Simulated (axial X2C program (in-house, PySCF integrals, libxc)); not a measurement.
**AgC: bond constants with and without spin–orbit coupling**

All values were computed with an in-house relativistic program for diatomic molecules. Spin-free means the one-electron spin-free X2C Hamiltonian; two-component (2c) means X2C with spin–orbit coupling and atomic mean-field two-electron Coulomb and Gaunt terms, so the difference of the two also holds small scalar two-electron terms. Basis: Ag dyall-cv3z [12s12p8d5f3g], C dyall-v3z [7s6p2d1f] (cores contracted in-house); Gaussian nuclei, density fitting, unrestricted open shells. Masses: Ag 106.905 u, C 12.000 u.

State, spin-free: M_S = 3/2, Λ = 0 (beyond evenly filled blocks: σα, π+α, π-α); electrons by block: σα: 12, σβ: 11, π+α: 6, π+β: 5, π-α: 6, π-β: 5, δ+α: 2, δ+β: 2, δ-α: 2, δ-β: 2. Fragments: Ag + C.

State, 2c: Ω = 3/2 (⟨Sz⟩ = 1.50, ⟨Lz⟩ = 0.00 at PBE0); electrons by block: 1/2: 17, -1/2: 17, 3/2: 8, -3/2: 7, 5/2: 2, -5/2: 2. Fragments: Ag + C.

```json
{"Hamiltonian": "spin-free", "level": "CCSD", "Re (Å)": "2.054", "ωe (cm⁻¹)": "474.3", "Be (cm⁻¹)": "0.3703", "αe (cm⁻¹)": "0.00354", "De (eV)": "1.39", "D0 (eV)": "1.36", "k (mdyn/Å)": "1.43", "μ (D)": "n/a"}
{"Hamiltonian": "spin-free", "level": "CCSD(T)", "Re (Å)": "2.037", "ωe (cm⁻¹)": "480.4", "Be (cm⁻¹)": "0.3765", "αe (cm⁻¹)": "0.0036", "De (eV)": "1.46", "D0 (eV)": "1.43", "k (mdyn/Å)": "1.47", "μ (D)": "n/a"}
{"Hamiltonian": "spin-free", "level": "LDA", "Re (Å)": "1.923", "ωe (cm⁻¹)": "575.4", "Be (cm⁻¹)": "0.4225", "αe (cm⁻¹)": "0.00422", "De (eV)": "2.61", "D0 (eV)": "2.57", "k (mdyn/Å)": "2.1", "μ (D)": "-3.33"}
{"Hamiltonian": "2c", "level": "PBE0", "Re (Å)": "2.017", "ωe (cm⁻¹)": "489.2", "Be (cm⁻¹)": "0.3839", "αe (cm⁻¹)": "0.00402", "De (eV)": "1.76", "D0 (eV)": "1.73", "k (mdyn/Å)": "1.52", "μ (D)": "-4.03"}
{"Hamiltonian": "2c", "level": "HF", "Re (Å)": "2.156", "ωe (cm⁻¹)": "451.1", "Be (cm⁻¹)": "0.3362", "αe (cm⁻¹)": "0.0031", "De (eV)": "0.879", "D0 (eV)": "0.851", "k (mdyn/Å)": "1.29", "μ (D)": "-5.82"}
{"Hamiltonian": "2c", "level": "MP2", "Re (Å)": "2.008", "ωe (cm⁻¹)": "507.3", "Be (cm⁻¹)": "0.3873", "αe (cm⁻¹)": "0.00343", "De (eV)": "1.54", "D0 (eV)": "1.50", "k (mdyn/Å)": "1.64", "μ (D)": "n/a"}
{"Hamiltonian": "2c", "level": "r2SCAN", "Re (Å)": "1.990", "ωe (cm⁻¹)": "511.0", "Be (cm⁻¹)": "0.3947", "αe (cm⁻¹)": "0.00402", "De (eV)": "2.00", "D0 (eV)": "1.96", "k (mdyn/Å)": "1.66", "μ (D)": "-3.65"}
{"Hamiltonian": "2c", "level": "PBEsol", "Re (Å)": "1.952", "ωe (cm⁻¹)": "543.1", "Be (cm⁻¹)": "0.41", "αe (cm⁻¹)": "0.0043", "De (eV)": "2.29", "D0 (eV)": "2.25", "k (mdyn/Å)": "1.87", "μ (D)": "-3.43"}
```

Spin-free values that have a 2c row agree with it to the digits that matter (0.001 Å, 0.01 eV) and are not repeated.

Correlated methods: 15 electrons correlated (number of frozen shells: Ag 4 s, 3 p, 1 d; C 1 s), 249 virtual spin orbitals or spinors in MP2.

Dipoles are positive if C is the positive end.

One determinant describes the state; a PBE0 search over occupations chose it and may have missed a lower one. De is counted from the lowest determinant-based energies of the atoms at the same level, without counterpoise correction. Density functionals use the spin component along the axis (collinear). CCSD and (T) use frozen natural virtuals with an MP2 correction for the truncation; (T) itself is uncorrected, so its De runs slightly low. In 2c an atomic determinant is not the ground J level, so De misses part of the atomic spin–orbit lowering. This holds for PBE0, MP2, r2SCAN, PBEsol. Other states lie close and PBE0, whose exact exchange favours high spin, may order them wrongly; the determinant shown need not be the ground state. The nearest other spin-free determinant of the search, M_S = 1/2, Λ = 1, lies 0.35 eV up at the distance of the search. The functionals have no current-density term, which raises determinants with orbital currents, atoms included. With several unpaired electrons one determinant need not be a pure state. At some level and bond length an empty orbital lies below a filled one. Some points did not converge and are left out. This is the top spin component of a Σ state; components of lower Ω are not single determinants and can lie lower. The stretched end of a curve changes character and is left out.

No reliable constants came from CCSD (2c), CCSD(T) (2c), LDA (2c): no minimum in range, unconverged points, a curve that is not smooth, a change of character along it, or the two Hamiltonians disagreeing along it.

Rough cost a point (2c) on 2 thread(s) of a shared host, integrals apart: PBE0 4 s, HF 2 s, r2SCAN 4 s, PBEsol 2.2 s.

The whole task took 30 min on 2 threads of Intel(R) Xeon(R) Processor @ 2.50GHz (Skylake/Cascade Lake) (shared host).
